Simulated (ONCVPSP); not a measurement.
**tungsten (W): one change to an ONCV potential, before and after**

```json
{
 "Element": "tungsten (W)",
 "Generator": "ONCVPSP 4.0.1",
 "Type": "optimised norm-conserving Vanderbilt (ONCV)",
 "Functional": "PBE",
 "Relativity": "scalar-relativistic",
 "Frozen core": "[Kr] 4d10 4f14",
 "Valence charge": "14",
 "Reference configuration": "5s2 5p6 5d4 6s2",
 "Partial waves": "5s+6s: rc 1.95 bohr, ncon 4, nbas 9, qcut 6.9 1/bohr, 2 projectors; 5p: rc 1.85 bohr, ncon 4, nbas 7, qcut 9.2 1/bohr, 2 projectors, debl 1 Ha; 5d: rc 2.25 bohr, ncon 4, nbas 8, qcut 6 1/bohr, 1 projector; f scattering state at 0.24 Ha: rc 1.85 bohr, ncon 4, nbas 8, qcut 7 1/bohr, local",
 "Local potential": "the f channel",
 "Core correction": "none"
}
```

In the p channel the program set the typed energies aside and used -1.588, 0.250 Ha.

All-electron outer shells of the reference configuration (PBE, scalar-relativistic, ld1.x):

```tsv
shell	level (eV)	outermost node (bohr)	outermost maximum (bohr)
5s	-79.07	0.53	0.96
5p	-43.20	0.57	1.09
4f	-33.21	–	0.43
6s	-5.71	1.28	2.67
5d	-4.48	0.63	1.49
```

Change: core correction Teter function, fcfact 4.5, rcfact 1.25.

Cutoffs: the cutoffs (Ha) at which the residual kinetic energy of the hardest occupied pseudo-wave falls to 1 and 0.1 mHa per electron; they do not see the model core or the augmentation charge, which bear on the density cutoff. Errors are all-electron minus pseudo energies relative to the spin-unpolarised reference configuration.

Task: What does the change do?

Result: The potential gets neither clearly harder nor softer (23 Ha and 29 Ha → 23 Ha and 29 Ha); of the 4 tests that both files solve, the error grows in 2 and shrinks in 0 by more than 15 % and 0.3 meV (median size 5.3 → 7.1 meV); neither file shows a bound ghost. A model core, the more so a compact one, raises the density cutoff, which this test does not measure.

```csv
quantity,base,changed
"cutoff, loose",23 Ha,23 Ha
"cutoff, tight",29 Ha,29 Ha
bound ghosts,none,none
GHOST(+) flags under 300 eV,s at 24.8 eV,s at 24.8 eV
"error for 5s2 5p6 5d4 6s1, meV [ΔE 8.88 eV]",-2.7,-3.2
"error for 5s2 5p6 5d4 6s0, meV [ΔE 24.56 eV]",-6.6,-10.0
"error for 5s2 5p6 5d3 6s0, meV [ΔE 49.95 eV]",-43,-46
"error for 5s2 5p6 5d4.5 6s1.5, meV [ΔE 0.69 eV]",-3.9,-4.1
s: phases at 1.98 bohr within 0.05 rad from the reference energy up to (Ha; the scan ends near 5),0.3,0.3
p: phases at 1.87 bohr within 0.05 rad from the reference energy up to (Ha; the scan ends near 5),4.9,4.9
d: phases at 2.28 bohr within 0.05 rad from the reference energy up to (Ha; the scan ends near 5),1.0,1.0
f: phases at 1.87 bohr within 0.05 rad from the reference energy up to (Ha; the scan ends near 5),0.8,0.8
```
